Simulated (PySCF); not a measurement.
# Adding and removing an electron: GeCl

UHF; Ge cc-pVDZ-PP with ECP10, Cl cc-pV(D+d)Z; scalar-relativistic core potentials (PySCF 2.14). Neutral (UHF): doublet (π ↑), Re = 2.210 Å, ωe = 392 cm⁻¹, De = 2.58 eV, HOMO -7.83 eV, LUMO -0.11 eV.

GeCl⁺ (RHF): singlet (closed shell), Re = 2.068 Å, ωe = 514 cm⁻¹, De = 2.90 eV to Ge⁺ + Cl. The energies at the minima are -752.90714 hartree for GeCl and -752.64685 for GeCl⁺.

(1) Work out the adiabatic ionisation energy, without and with harmonic zero-point energies (1 hartree = 27.2114 eV, 1 eV = 8065.5 cm⁻¹), and the change of the bond length.

For an ion De counts to the pair picked by the measured ionisation energies or electron affinities, which need not be the lowest pair at this level. Where the molecule has an RHF reference, its open-shell atoms are computed with UHF. Hartree–Fock leaves out correlation, which carries a large part of most bond energies and some tenths to 1 eV of ionisation energies. States were picked by a PBE0 search and need not be the measured ground states.

Neutral and ion stand on different kinds of reference determinant, which adds to the error of the difference.

## Answers

(1) At HF: 0.26029 hartree = 7.083 eV between the minima; the zero-point term (514.0 − 392.0)/2 cm⁻¹ = +0.008 eV makes it 7.090 eV. Re changes by -14.2 pm against the neutral. The electron leaves a π orbital, and the shorter bond of the ion fits an antibonding orbital, or a change in how ionic the bond is.
